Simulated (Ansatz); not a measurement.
Calculated with Ansatz (gas phase, PBE0-D4/def2-TZVP geometries, no zero-point term in ΔE). CCSD(T)/CBS adds triple-zeta CCSD(T) − MP2 to the extrapolated MP2 energy (def2 sets, frozen cores). This one scheme is used for every species. DFT in def2-TZVPP. B3LYP here is the variant with VWN-RPA as its local correlation; programs differ in this. def2 core potentials past Kr. For Te outer-core shells are correlated without core-valence functions, which leaves a few kJ/mol of doubt a bond. Each species was taken in one conformer, which may not be the lowest.

`C=C=C[SiH2]C` + `[SiH3][TeH]` → `C[SiH2][Te][SiH3]` + `C=C=C`  (ligand exchange at the Si–C bond)

```json
{"level": "PBE-D4", "ΔE (kJ/mol)": "-54.8", "difference from CCSD(T)/CBS": "0.5"}
{"level": "r2SCAN-D4", "ΔE (kJ/mol)": "-50.7", "difference from CCSD(T)/CBS": "4.6"}
{"level": "PBE0-D4", "ΔE (kJ/mol)": "-55.7", "difference from CCSD(T)/CBS": "-0.4"}
{"level": "B3LYP-D4", "ΔE (kJ/mol)": "-50.7", "difference from CCSD(T)/CBS": "4.6"}
{"level": "ωB97X-V", "ΔE (kJ/mol)": "-49.6", "difference from CCSD(T)/CBS": "5.7"}
{"level": "ωB97M-V", "ΔE (kJ/mol)": "-49.9", "difference from CCSD(T)/CBS": "5.4"}
{"level": "B2PLYP", "ΔE (kJ/mol)": "-48.5", "difference from CCSD(T)/CBS": "6.8"}
{"level": "PBE", "ΔE (kJ/mol)": "-52.1", "difference from CCSD(T)/CBS": "3.2"}
{"level": "r2SCAN", "ΔE (kJ/mol)": "-50.3", "difference from CCSD(T)/CBS": "5.0"}
{"level": "PBE0", "ΔE (kJ/mol)": "-53.1", "difference from CCSD(T)/CBS": "2.2"}
{"level": "B3LYP", "ΔE (kJ/mol)": "-45.9", "difference from CCSD(T)/CBS": "9.4"}
{"level": "HF/def2-TZVPP", "ΔE (kJ/mol)": "-46.2", "difference from CCSD(T)/CBS": "9.1"}
{"level": "MP2/def2-TZVPP", "ΔE (kJ/mol)": "-54.8", "difference from CCSD(T)/CBS": "0.5"}
{"level": "SCS-MP2/def2-TZVPP", "ΔE (kJ/mol)": "-50.7", "difference from CCSD(T)/CBS": "4.6"}
{"level": "CCSD/def2-TZVPP", "ΔE (kJ/mol)": "-48.0", "difference from CCSD(T)/CBS": "7.3"}
{"level": "CCSD(T)/def2-TZVPP", "ΔE (kJ/mol)": "-49.1", "difference from CCSD(T)/CBS": "6.2"}
{"level": "HF/def2-QZVPP", "ΔE (kJ/mol)": "-45.8", "difference from CCSD(T)/CBS": "9.5"}
{"level": "MP2/def2-QZVPP", "ΔE (kJ/mol)": "-58.2", "difference from CCSD(T)/CBS": "-2.9"}
{"level": "SCS-MP2/def2-QZVPP", "ΔE (kJ/mol)": "-53.9", "difference from CCSD(T)/CBS": "1.4"}
{"level": "HF/CBS(def2)", "ΔE (kJ/mol)": "-45.8", "difference from CCSD(T)/CBS": "9.5"}
{"level": "MP2/CBS(def2)", "ΔE (kJ/mol)": "-61.0", "difference from CCSD(T)/CBS": "-5.7"}
{"level": "CCSD/CBS(def2)", "ΔE (kJ/mol)": "-54.3", "difference from CCSD(T)/CBS": "1.0"}
{"level": "CCSD(T)/CBS", "ΔE (kJ/mol)": "-55.3", "difference from CCSD(T)/CBS": "0"}
```

Largest T1 diagnostic among the species: 0.012.

The D4 term adds −4.8 kJ/mol with B3LYP and −2.6 kJ/mol with PBE0; it sums over pairs of atoms, weighted by their polarisabilities, and B3LYP, whose exchange is more repulsive, gets the larger term.
